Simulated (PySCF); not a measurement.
**How methods differ on the excitation energy of Cl**

Cl [Ne] 3s2 3p5 (2P) → Cl [Ne] 3s1 3p6 (2S), as a difference of total energies. All numbers are calculated (PySCF 2.14, no relativity, point nucleus, in aug-cc-pwCVDZ (6s5p3d, 36 functions)). Correlated levels: nothing frozen. The calculations carry no spin-orbit coupling.

**Question.** Order these methods by the excitation energy they give, lowest first.
A. CCSD(T) (all electrons)
B. CCSD (all electrons)
C. UHF
D. SCS-MP2 (all electrons)

**Answer.** A (10.849 eV), B (11.419 eV), D (12.545 eV), C (15.357 eV).

Errors of the correlated levels include the incompleteness of this basis.

The coupled-cluster amplitudes are large for the upper state (T1 above 0.03 or a double amplitude above 0.15), so a single reference is strained.

For comparison: 10.586 eV (measured; NIST levels, between the centres of gravity of the two terms).
